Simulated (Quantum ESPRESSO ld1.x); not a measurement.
Q: These are the eigenvalues of the occupied orbitals of an atom or ion with whole-number occupations (eV). All-electron calculation, Dirac Kohn-Sham, BLYP, spin-unpolarised, spherical densities, point nucleus. Program: ld1.x of Quantum ESPRESSO 7.5.

orbital  eigenvalue
1s1/2      -85574.1
2s1/2      -15285.8
2p1/2      -14674.1
2p3/2      -12607.5
3s1/2      -3705.19
3p1/2      -3429.89
3p3/2      -2970.40
3d3/2      -2517.09
3d5/2      -2418.97
4s1/2      -884.764
4p1/2      -766.241
4p3/2      -654.439
4d3/2      -461.274
4d5/2      -440.412
5s1/2      -203.345
4f5/2      -190.912
4f7/2      -186.292
5p1/2      -162.867
5p3/2      -141.487
5d3/2      -83.9408
5d5/2      -81.1157
6s1/2      -63.2201

Which element is it, and in what charge state? The configuration may be excited. Open shells, if any, are shared by 2j + 1.

A: Z = 81, thallium, charge +5: Tl5+ in [Xe] 4f14 5d6 6s2. The list shows which subshells hold electrons but not how many an open one holds; the 1s level, -3144.8 hartree, gives Z - s = 79.3 by -(Z - s)^2/2, which with screening and relativity narrows Z to a few neighbours, and the depths of the outer levels then fix element, charge and occupations together.
